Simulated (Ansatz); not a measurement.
Geometry optimisation, RKS PBE/def2-SVP (Ansatz 0.2.0).

input.yaml

```yaml
crystal:
  periodic: [false, false, false]
  atoms:
    - { symbol: F, position_ang: [2.1758, -1.9671, -0.6369] }
    - { symbol: B, position_ang: [1.5088, -0.6625, -0.3127] }
    - { symbol: Ge, position_ang: [-0.5112, -0.5576, -0.0145] }
    - { symbol: F, position_ang: [-1.2501, -1.0579, -1.4562] }
    - { symbol: B, position_ang: [-0.9888, 1.3337, 0.4271] }
    - { symbol: F, position_ang: [-1.61411, 1.6801, 1.68881] }
    - { symbol: H, position_ang: [2.201, 0.3166, -0.2175] }
    - { symbol: H, position_ang: [-0.8266, -1.4717, 1.1711] }
    - { symbol: H, position_ang: [-0.77733, 2.23388, -0.39606] }
basis:
  gaussian: { orbitals: def2-SVP }
hamiltonian:
  xc: pbe
relax:
  f_tol: 0.015
  max_steps: 40
```

Launched with:

```bash
$ ansatz run input.yaml --threads 2 --pin off --max-ram 3072MiB --backend cpu --events-out ev --progress --plain --runs-dir out
```

**Question.** Where does it end, and by what steps?

**Answer.** The run converged. After 14 steps the energy has fallen by 1.139 eV; H7 moved furthest, 1.31 Å.

```tsv
step	energy less start (eV)	largest force component (eV/Å)	accepted
0	0.0000	3.855	yes
1	-0.6219	2.887	yes
2	-0.7775	2.492	yes
3	-1.0105	0.228	yes
4	-1.0495	0.162	yes
5	-1.0746	0.144	yes
6	-1.1011	0.127	yes
7	-1.1076	0.094	yes
8	-1.1272	0.068	yes
9	-1.1322	0.120	yes
10	-1.1018	0.833	no
11	-1.1359	0.035	yes
12	-1.1361	0.227	yes
13	-1.1384	0.024	yes
14	-1.1385	0.009	yes
```

```xyz
9
Properties=species:S:1:pos:R:3
F 2.165 -1.168 -1.316
B 1.635 -0.778 -0.166
Ge -0.430 -0.544 0.029
F -1.229 -1.153 -1.438
B -1.112 1.414 0.305
F -0.713 2.095 1.374
H 2.396 -0.535 0.759
H -0.940 -1.456 1.194
H -1.854 1.973 -0.487
```

Whether the end is a true minimum wasn't checked by a vibrational analysis.

Run time: 17 s on 2 threads of Intel(R) Xeon(R) 6975P-C (Granite Rapids) (shared host), peak memory 0.17 GiB.
